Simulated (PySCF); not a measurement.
**Electron correlation in As³⁺ (arsenic, charge +3)**

Starting occupation: [Ar] 3d10 4s2. All numbers are calculated (PySCF 2.14, X2C-1e with screened-nucleus spin-orbit coupling, Gaussian nucleus, in x2c-TZVPall-2c (6s7p4d1f, 54 functions)). Frozen: [Ne]; 20 electrons correlated.

MP2 pair energies summed by pair of shells (mhartree):

| pair | energy | share (%) |
| --- | --- | --- |
| 3d3/2-3d5/2 | -48.62 | 16.4 |
| 3d5/2-3p3/2 | -33.96 | 11.5 |
| 3d5/2-3d5/2 | -33.77 | 11.4 |
| 4s1/2-4s1/2 | -30.13 | 10.2 |
| 3d3/2-3p3/2 | -23.18 | 7.8 |
| 3d5/2-3p1/2 | -17.39 | 5.9 |
| 3d3/2-3d3/2 | -13.92 | 4.7 |
| 3p1/2-3p3/2 | -12.60 | 4.3 |
| 3d5/2-4s1/2 | -12.42 | 4.2 |
| 3p3/2-3p3/2 | -11.22 | 3.8 |
| 3d5/2-3s1/2 | -11.01 | 3.7 |
| 3d3/2-3p1/2 | -10.66 | 3.6 |
| 3d3/2-4s1/2 | -8.17 | 2.8 |
| 3p3/2-3s1/2 | -7.69 | 2.6 |
| 3d3/2-3s1/2 | -7.28 | 2.5 |
| 3p1/2-3s1/2 | -3.84 | 1.3 |
| 3p3/2-4s1/2 | -3.48 | 1.2 |
| 3p1/2-3p1/2 | -2.43 | 0.8 |
| 3p1/2-4s1/2 | -1.61 | 0.5 |
| 3s1/2-3s1/2 | -1.46 | 0.5 |
| 3s1/2-4s1/2 | -0.76 | 0.3 |

Total MP2 correlation energy: -295.62 mhartree.

MP2 falls well short for the outer s pair, which is nearly degenerate with np².

This basis was not built for core-valence correlation, so the inner-shell part is incomplete.
